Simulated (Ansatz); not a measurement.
Task: Name a neutral molecule of C, Cl, F, Se, Sn and H with HOMO energy (PBE0/def2-TZVPP) between -7.15 and -6.85 eV and HOMO energy (PBE/def2-TZVPP) between -6.00 and -5.70 eV (Ansatz, PBE0-D4/def2-TZVP geometry).

Result: `C[Se][Sn]([CH3])([F])[Cl]` (-7.10 eV, -5.93 eV). Other molecules can fit too; these were computed, each in one conformer that needn't be the lowest.
